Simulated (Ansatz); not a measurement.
Calculated with Ansatz (gas phase, PBE0-D4/def2-TZVP geometries, no zero-point term in ΔE). CBS: MP2 limit from def2 TZ/QZ plus the TZ coupled-cluster correction, frozen cores. This one scheme is used for every species, atoms too. Functionals use def2-TZVPP. B3LYP here is the variant with VWN-RPA as its local correlation; programs differ in this. Open shells (•) are unrestricted, without spin–orbit coupling. Spin–orbit coupling would lower the free atoms: a little for C, F, O. For Zn outer-core shells are correlated without core-valence functions, so the limit isn't a true one: a few kJ/mol of doubt a bond, and 10 to 20 or more in all where bonds break to atoms. Scalar relativity is left out up to krypton. One conformer a species, not always the lowest.

Reaction (atomization): `FC[O][ZnH]` → C• + F• + 3 H• + O• + Zn (atom)

(1) What is ΔE at CCSD(T)/CBS? (Estimate.)

(2) What do these levels give: PBE-D4, B3LYP-D4, ωB97M-V, B2PLYP, B3LYP, HF/def2-TZVPP, MP2/def2-TZVPP, SCS-MP2/def2-TZVPP, CCSD/def2-TZVPP, CCSD(T)/def2-TZVPP, SCS-MP2/def2-QZVPP, CCSD/CBS(def2)? (Estimate.)

Largest T1 diagnostic among the species: 0.017.

## Answers

(1) Computed: +2250.4 kJ/mol.

(2) The calculation gave: PBE-D4 2307.2, B3LYP-D4 2225.0, ωB97M-V 2255.7, B2PLYP 2218.4, B3LYP 2208.7, HF/def2-TZVPP 1542.9, MP2/def2-TZVPP 2261.5, SCS-MP2/def2-TZVPP 2226.9, CCSD/def2-TZVPP 2147.9, CCSD(T)/def2-TZVPP 2189.0, SCS-MP2/def2-QZVPP 2268.6, CCSD/CBS(def2) 2209.4 kJ/mol.

In def2-TZVPP, CCSD(T) changes the Hartree–Fock value by +646.0 kJ/mol (the triples alone add +41.0 kJ/mol) and MP2 by +718.5 kJ/mol; breaking electron pairs costs correlation energy, which Hartree–Fock lacks. The D4 term adds +16.4 kJ/mol with B3LYP and +8.4 kJ/mol with PBE0; it sums over pairs of atoms, weighted by their polarisabilities, and B3LYP, whose exchange is more repulsive, gets the larger term.

For atomizations the MP2-based limit and the directly extrapolated one differ by several kJ/mol either way, and by 10 to 25 for some Ge, Se and Sn compounds, so smaller differences from it don't rank the levels.
